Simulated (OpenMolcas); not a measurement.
**Levels of Re²⁺ by method**

```
Program             : OpenMolcas 26.06
Basis               : ANO-RCC-VTZP [8s7p5d3f2g1h]
Scalar Hamiltonian  : DKH2, point nucleus
Active space        : 5 electrons in 5 orbitals (5d)
State averaging     : 2S+1 = 6 even, 1 root; 2S+1 = 4 even, 24 roots kept (CI in the orbitals of an earlier block); 2S+1 = 2 even, 75 roots kept (CI in the orbitals of an earlier block)
Spin-orbit coupling : RASSI with atomic mean-field integrals over the reference wave functions, term energies averaged over their components
```

Methods on the same reference wave functions:
A. CASSCF
B. SS-CASPT2, IPEA 0.25 Eh, imaginary shift 0.1 Eh (closed shells correlated: 5s 5p)
C. MS-CASPT2, IPEA 0.25 Eh, imaginary shift 0.1 Eh (closed shells correlated: 5s 5p)

Energies in cm-1 above 5d5 6S 5/2, the measured ground level; measured values from the list in Brasseur, Gamrath and Quinet, At. Data Nucl. Data Tables 157, 101636 (2024).

```json
{"Level": "5d5 6S 5/2", "A": "0.0", "B": "0.0", "C": "0.0", "Measured": "0.0"}
{"Level": "5d5 4G 7/2 [71 %]", "A": "22846", "B": "19400", "C": "19400", "Measured": "16890"}
{"Level": "5d5 4G 11/2", "A": "23306", "B": "20240", "C": "20240", "Measured": "18020"}
{"Level": "5d5 4G 9/2", "A": "23806", "B": "20710", "C": "20710", "Measured": "18346"}
{"Level": "5d5 4P 1/2 [61 %]", "A": "26466", "B": "21760", "C": "21760", "Measured": ""}
{"Level": "5d5 4D 7/2 [75 %]", "A": "28744", "B": "23750", "C": "23750", "Measured": "20453"}
{"Level": "5d5 4D 1/2 [64 %]", "A": "31479", "B": "26450", "C": "26450", "Measured": ""}
{"Level": "5d5 2I 11/2", "A": "32793", "B": "29390", "C": "29390", "Measured": "26170"}
{"Level": "5d5 2I 13/2", "A": "34931", "B": "31720", "C": "31720", "Measured": "28588"}
{"Level": "5d5 2H 9/2 [51 %]", "A": "41628", "B": "36440", "C": "36440", "Measured": ""}
{"Level": "5d5 2F 5/2(2) [58 %]", "A": "45588", "B": "38630", "C": "38630", "Measured": ""}
{"Level": "5d5 2H 11/2", "A": "46352", "B": "42010", "C": "42010", "Measured": ""}
{"Level": "5d5 2F 7/2(2) [52 %]", "A": "48098", "B": "41250", "C": "41250", "Measured": ""}
{"Level": "5d5 2S 1/2", "A": "50984", "B": "42520", "C": "42520", "Measured": ""}
{"Level": "5d5 2D 3/2(2)", "A": "56461", "B": "47690", "C": "47690", "Measured": ""}
{"Level": "5d5 2D 5/2(2) [73 %]", "A": "58834", "B": "50370", "C": "50370", "Measured": ""}
{"Level": "5d5 2G 9/2(2)", "A": "62324", "B": "53700", "C": "53700", "Measured": ""}
{"Level": "5d5 2G 7/2(2)", "A": "63381", "B": "54850", "C": "54850", "Measured": ""}
{"Level": "5d5 2P 3/2", "A": "73807", "B": "61280", "C": "61280", "Measured": ""}
{"Level": "5d5 2P 1/2", "A": "75974", "B": "63640", "C": "63640", "Measured": ""}
{"Level": "5d5 2D 5/2(3)", "A": "81901", "B": "69190", "C": "69190", "Measured": ""}
{"Level": "5d5 2D 3/2(3)", "A": "83440", "B": "70760", "C": "70760", "Measured": ""}
```

Deviations, from unrounded energies. A percentage is the sum of absolute deviations over the sum of measured energies, with the sign that they share, or ± where signs differ.

```tsv
Against measurement	Levels	A	B	C
mean absolute deviation (cm-1)	6	6300	2800	2800
other terms of the ground configuration (%)	6	+29.5	+13.0	+13.0
```

B, C lie about equally close to measurement and A furthest from it. The largest miss of B in the table is 5d5 4D 7/2 [75 %], by +3300 cm-1. The ranking rests on the paired levels alone, and a cruder setting can come out closer through cancelling errors.

Between B and C no level of the table moves by more than 5 cm-1.

The two smallest mean deviations differ by little beside CASPT2's spread within terms, so their order carries little weight.

From A to B the spin-free energies of the other terms of 5d5 shown, above 6S, scale by factors of 0.80 to 0.89, as is usual when dynamic correlation screens the repulsion within a d or f shell.

The lowest spin-free term lies below A's lowest term by 0.307 hartree in B, 0.307 hartree in C.

Term energies are means over components that CASPT2 splits; among the terms shown or strongly mixed into the levels shown the widest spread is 700 cm-1 (5d5 4F, C). Configurations with an s electron lie low in 5d ions of this charge, fall among these levels and mix in, so low-spin terms can stand far too high, up to twice their true height, and weights are not those of the real levels. Terms from blocks run as CI alone lack orbitals of their own. Without dynamic correlation excited terms often stand tens of per cent too high (terms of higher spin than the ground term too low), and those without a measured partner can miss by more than the paired ones (holds for A). Some levels mix across a computed gap that differs much from the measured one, so their mixing is not that of the real levels (holds for A). Some terms miss by over 15 % even with CASPT2, which points to a basis or an active space too small for the shells correlated (holds for B; C). Blocks of more than 70 roots (2S+1 = 2 even) ran without multistate coupling (holds for C). The CASPT2 spread within a term exceeds the gap to the next term for 5d5 4F and 5d5 2F(1), so the order of their levels is uncertain, and so are names and mixing where such terms share a J (holds for C). Computed and measured levels are paired by configuration, term and J; levels that our copy of the source lacks, or whose pairing is in doubt (as where it misses far off the trend of its configuration), stay unpaired and out of the deviations. Only configurations of the active space appear. Levels that lie high or do not pair safely by name in every column are left out.

A share in square brackets marks a mixed level and gives the weight of the term that names it, the lowest over the columns. A number in round brackets counts repeated terms of one configuration in the order of the reference energies.
